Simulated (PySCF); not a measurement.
ClRb, charge +1, doublet, at a GFN2-xTB geometry (such geometries of metal compounds can be far from the true shape) (a state made from the parent by changing its charge; the spin is typed, not shown lowest) (core potentials on Rb). Base run: PBE/def2-TZVP in PySCF.

PySCF was given this input:
```python
from pyscf import gto, scf, dft

mol = gto.M(
    atom='''
Rb   -0.00000000   -0.00000000   -1.02590000
Cl    0.00000000    0.00000000    2.23284117
''',
    basis='def2-tzvp',
    ecp={'Rb': 'def2-tzvp'},
    charge=1,
    spin=1,
    verbose=4,
)

mf = dft.UKS(mol)
mf.xc = 'pbe'
mf.kernel()
```

Each row names what was changed in the base input (with any setting that the change needs).

```csv
change,basis functions,E (Eh),HOMO (eV)
base,70,-483.88876,-12.51
basis = jorge-DZP-DKH; relativity = spin-free X2C; nucleus = Gaussian (with nucmod='G'; without ecp={'Rb': 'def2-tzvp'}),60,-3441.57125,-12.41
basis = x2c-TZVPall; relativity = none (without ecp={'Rb': 'def2-tzvp'}),100,-3377.04583,-12.52
basis = x2c-TZVPall; relativity = spin-free X2C; nucleus = Gaussian (with nucmod='G'; without ecp={'Rb': 'def2-tzvp'}),100,-3441.83963,-12.51
basis = ANO-RCC-VDZP; relativity = none (without ecp={'Rb': 'def2-tzvp'}),49,-3369.23024,-12.43
basis = jorge-DZP-DKH; relativity = spin-free X2C (without ecp={'Rb': 'def2-tzvp'}),60,-3441.59750,-12.41
basis = ANO-RCC-VDZP; relativity = spin-free X2C; nucleus = Gaussian (with nucmod='G'; without ecp={'Rb': 'def2-tzvp'}),49,-3441.78021,-12.40
basis = ANO-RCC-VDZP; relativity = spin-free X2C (without ecp={'Rb': 'def2-tzvp'}),49,-3441.80991,-12.40
basis = x2c-TZVPall; relativity = spin-free X2C (without ecp={'Rb': 'def2-tzvp'}),100,-3441.86479,-12.51
basis = jorge-DZP-DKH; relativity = none (without ecp={'Rb': 'def2-tzvp'}),60,-3386.08525,-12.42
```

Totals shift with the method and basis; they matter in differences.

Open shells are given as the SCF converged; they aren't shown to be the lowest states, and a large step between rows can be another state.

Basis sets contracted for a relativistic Hamiltonian are a mismatch without it, so the rows without relativity aren't non-relativistic limits. No row has spin-orbit coupling; sets with core potentials leave out the core electrons.
